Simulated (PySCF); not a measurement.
Molecule: sum formula BNHF₂, charge -1, multiplicity 1. It need not be the lowest isomer of its formula. Whether it binds its extra electron was not tested at this geometry. 
Coordinates optimised at B3LYP-D3(BJ)/def2-TZVP (Ansatz):
```
B
N 1 1.3534
H 2 1.0175 1 111.49
F 1 1.3924 2 123.88 3 180.00
F 1 1.4067 2 128.48 3 0.00
```
Charge -1, spin multiplicity 1.

Dispersion corrections to the total energy (kcal/mol) from the dftd3 and dftd4 libraries through PySCF: D3(BJ) without and D4 with the three-body term, each with the damping fitted for the functional named.

```tsv
functional	D3(BJ)	D4
CAM-B3LYP	-0.86	-1.33
HF	…	-6.92
TPSSh	-1.36	-2.02
TPSS	-1.51	-2.25
r2SCAN	-0.31	-0.38
HSE06	…	-1.24
revPBE	…	-6.20
```

### Question
Some entries are withheld; supply them.

### Answer

- HF, D3(BJ): -11.97
- HSE06, D3(BJ): -0.71
- revPBE, D3(BJ): -3.31
